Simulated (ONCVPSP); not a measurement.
# holmium, ONCV: configuration errors across variants

ONCVPSP 4.0.1 input, shortened (lines: element, Z, core and valence counts, functional; n l f; lmax; l rc ep ncon nbas qcut; lloc lpopt rc5 dvloc0; l nproj debl; icmod fcfact rcfact), LDA (Perdew-Wang 92), scalar-relativistic:

```
  Ho 67.00   10    5  -001012      upf
    1    0    2.00
    2    0    2.00
    2    1    6.00
    3    0    2.00
    3    1    6.00
    3    2   10.00
    4    0    2.00
    4    1    6.00
    4    2   10.00
    4    3   10.00
    5    0    2.00
    5    1    6.00
    5    2    1.00
    6    0    1.00
    6    1    1.00
    2
    0    2.25    0.00    5    9    6.70
    1    2.40    0.00    3    7    5.80
    2    3.35    0.00    4    8    5.50
    4    5    1.80    3.00
    0    2    3.00
    1    2    3.70
    2    3    3.80
    1    0.60    0.00
```

All-electron excitation energies from the reference (eV): (1) 5s2 5p6 5d1 6s2 6p0 -3.185; (2) 5s2 5p6 5d1 6s1 6p0 3.964; (3) 5s2 5p6 5d1 6s0 6p0 16.838; (4) 5s2 5p6 5d1.5 6s1.5 6p0 -2.083.

1 further variants failed, have other tests or too few solved ones, and are left out.

A true bound ghost makes a file unfit for plane-wave use even where its test errors are small: the radial tests pick states by their node count and pass the ghost by.

Errors AE − PS in meV (a dash: test not solved or not reliable):

```tsv
change	(1)	(2)	(3)	(4)	bound ghosts	GHOST(+) flags above zero
base	-1.9	-2.9	-39	-10	none	d
all radii but the core radius scaled by about 0.82 (s 1.84, p 1.96, d 2.74 bohr); local potential polynomial inside 1.46 bohr (lpopt 5, dvloc0 3 Ha)	-0.4	-1.8	-17	-4.9	none	s
all radii but the core radius scaled by about 0.90 (s 2.02, p 2.14, d 3.00 bohr); local potential polynomial inside 1.62 bohr (lpopt 5, dvloc0 3 Ha)	-0.3	-1.7	-18	-4.5	none	none
all radii but the core radius scaled by about 1.07 (s 2.40, p 2.56, d 3.58 bohr); local potential polynomial inside 1.92 bohr (lpopt 5, dvloc0 3 Ha)	+12	+8.7	+154	+50	none	none
all radii but the core radius scaled by about 1.21 (s 2.74, p 2.92, d 4.06 bohr); local potential polynomial inside 2.18 bohr (lpopt 5, dvloc0 3 Ha)	-5.8	-5.6	-91	-23	none	d
```

**Question.** Give the same row for: all radii but the core radius scaled by about 1.14 (s 2.56, p 2.74, d 3.82 bohr); local potential polynomial inside 2.06 bohr (lpopt 5, dvloc0 3 Ha).

**Answer.** -5.6, -5.6, -89, -23; bound ghosts: s; GHOST(+) flags above zero: d.
